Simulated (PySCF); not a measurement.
## Tin: a sound run and one with changed settings

Sound run: Sn²⁺ [Kr] 4d10 5s2, Sn³⁺ [Kr] 4d10 5s1. Computed with PySCF 2.14 in x2c-SVPall (6s5p3d, 36 functions), with the spin-free X2C one-electron Hamiltonian (Gaussian nucleus). In the sound run the correlated levels freeze [Kr] 4d10. The sound run starts from symmetry-adapted Hartree-Fock orbitals and uses a fine grid where one is needed.

Changed run: initial guess atom, at most 50 SCF cycles.

| species | method | sound run (hartree) | changed run (hartree) | converged |
| --- | --- | --- | --- | --- |
| Sn²⁺ | UHF | -6172.33045 | -6172.33045 | yes |
| Sn²⁺ | PBE0 | -6174.65919 | -6174.65919 | yes |
| Sn²⁺ | CCSD(T) | -6172.36313 | -6172.36313 | yes |
| Sn³⁺ | M06-2X | -6174.42438 | -6174.42438 | yes |

Here the plain start reaches the same solutions.
